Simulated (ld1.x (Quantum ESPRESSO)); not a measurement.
lead: variants of one ultrasoft potential

Base potential:

- Element: Pb (Z = 82)
- Generator: ld1.x (Quantum ESPRESSO) 7.5
- Type: ultrasoft
- Functional: LDA (PZ)
- Relativity: scalar-relativistic
- Frozen core: [Xe] 4f14 5d10
- Valence charge: 4
- Reference configuration: 6s2 6p2
- Partial waves: 6s (bound): rcut 1.70, rcutus 2.10 bohr; 6s channel at -0.05 Ry: rcut 1.70, rcutus 2.10 bohr; 6p (bound): rcut 2.10, rcutus 2.85 bohr; 6p channel at 0.65 Ry: rcut 2.10, rcutus 2.85 bohr
- Local potential: all-electron potential smoothed inside 2.35 bohr (lloc = -2)
- Core correction: none
- Augmentation charge: built from norm-conserving waves at rcut, not smoothed further

All-electron outer shells of the reference configuration (LDA (PZ), scalar-relativistic, ld1.x):

| shell | level (eV) | outermost node (bohr) | outermost maximum (bohr) |
| --- | --- | --- | --- |
| 5p | -85.96 | 0.49 | 0.88 |
| 5d | -21.29 | 0.52 | 1.07 |
| 6s | -12.32 | 1.01 | 1.95 |
| 6p | -3.71 | 1.18 | 2.63 |

Cutoffs, loose and tight: the cutoffs (Ry, on a coarse ladder) from which the occupation-weighted sum of valence levels, in a spherical-Bessel basis at the reference potential, stays within 10 and 1 mRy of its value at 400 Ry. They do not see the model core or the augmentation charge, which bear on the density cutoff. Test errors are all-electron minus pseudo excitation energies from the reference, over the configurations 6s2 6p1; 6s2 6p0; 6s1 6p0; 6s1 6p2; 6s2 6p1.5; 6s2 6p2.3; 6s0 6p4 (two spin-polarised tests are not counted in the largest error). A dash means not determined; rows that change the core or the reference have their own tests.

```csv
change,outcome,"cutoff, loose","cutoff, tight",bound ghosts,largest test error (meV)
base,generated,8 Ry,10 Ry,none,+251
core correction a·sin(br)/r model core inside 0.88 bohr,generated,8 Ry,10 Ry,none,-618
core correction a·sin(br)/r model core inside 1.06 bohr,generated,8 Ry,10 Ry,none,-618
core correction a·sin(br)/r model core inside 1.36 bohr,generated,8 Ry,10 Ry,none,-617
core correction a·sin(br)/r model core inside 1.62 bohr,generated,8 Ry,10 Ry,none,-615
core correction a·sin(br)/r model core inside 1.88 bohr,generated,8 Ry,10 Ry,none,-601
core correction a·sin(br)/r model core inside 2.02 bohr,generated,8 Ry,10 Ry,none,-587
core correction a·sin(br)/r model core inside 2.28 bohr,generated,8 Ry,10 Ry,none,-528
core correction a·sin(br)/r model core inside 2.54 bohr,generated,8 Ry,10 Ry,none,-421
```
